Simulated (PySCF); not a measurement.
Problem. What does the PBE0-D3(BJ)/def2-SVP structure of `N#C[Si@H]([SiH3])[GeH3]` look like in three dimensions?

Solution. 
```xyz
12
CH7GeNSi2 angstrom
N      0.0231    2.9568   -0.6884
C     -0.0964    1.9437   -0.1344
Si    -0.2807    0.2845    0.6873
Si     1.6105   -0.9739    0.1037
Ge    -2.3092   -0.6707   -0.1283
H     -0.3480    0.5453    2.1560
H      1.4982   -2.3206    0.7417
H      2.8543   -0.2945    0.5717
H      1.6373   -1.1264   -1.3814
H     -2.4936   -2.0597    0.5092
H     -2.2074   -0.8210   -1.6550
H     -3.5040    0.2258    0.2325
```

Orientation and origin are arbitrary. Atoms count from 1 in this order. Si4 (SiH3 silicon) is tetrahedral (angles from 108.5° to 110.5°). Ge5 (germanium bonded to Si and 3 H) is tetrahedral (angles from 108.8° to 110.3°). Si3 (SiH silicon) is tetrahedral (angles from 106.4° to 112.7°).

Bonds between heavy atoms (Å): N1≡C2 1.161, C2–Si3 1.861, Si3–Si4 2.345, Si3–Ge5 2.386.

The calculation used PBE0-D3(BJ)/def2-SVP geometry optimisation, gas phase (PySCF).

Point group: C1 (no symmetry element, even within 0.4 Å). Stationary, but not proved a minimum.

Time: 51 s wall; peak memory 0.53 GiB. Hardware: one thread, Arm Neoverse V2 (aarch64), no GPU, shared host. These figures are those of the optimisation.
